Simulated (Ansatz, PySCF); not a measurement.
Isomers of BH5OSi: 1 is BO[SiH3], 2 is OB[SiH3]; one conformer of each (the lowest of an xTB search), B3LYP-D3(BJ)/def2-TZVP minima.
Isomer 1 (charge 0, multiplicity 1):
```xyz
8

B      1.494     0.345     0.353
O      0.173     0.312     0.622
Si    -1.159    -0.232    -0.209
H      2.225     0.812     1.175
H      1.905    -0.088    -0.687
H     -1.813    -1.270     0.613
H     -2.072     0.913    -0.401
H     -0.752    -0.791    -1.517
```
Isomer 2 (charge 0, multiplicity 1):
```xyz
8

O      1.7804    -0.3482    -0.2605
B      0.7395     0.4096     0.1589
Si    -1.1509    -0.2825    -0.0763
H      2.6462     0.0507    -0.1131
H      0.9598     1.4779     0.6627
H     -1.8228    -0.3624     1.2483
H     -1.9346     0.6741    -0.9030
H     -1.2176    -1.6192    -0.7170
```

No zero-point or thermal terms.

Rows in LANL2DZ carry no dispersion term and start afresh at each structure. LANL2DZ brings its own core potentials from Na on.

Run with Ansatz (a program for electronic structure); PySCF for LANL2DZ rows, the dispersion terms. Each number belongs to the level named beside it.

Task: One of these levels gives 13.82 kcal/mol for the electronic energy of isomer 2 less that of isomer 1. Which?
A. BLYP-D3(BJ)/def2-TZVPP
B. BHLYP-D4/def2-TZVPP
C. B3LYP/LANL2DZ

Result: C, B3LYP/LANL2DZ. The others give 23.16 (BLYP-D3(BJ)/def2-TZVPP), 27.46 (BHLYP-D4/def2-TZVPP)
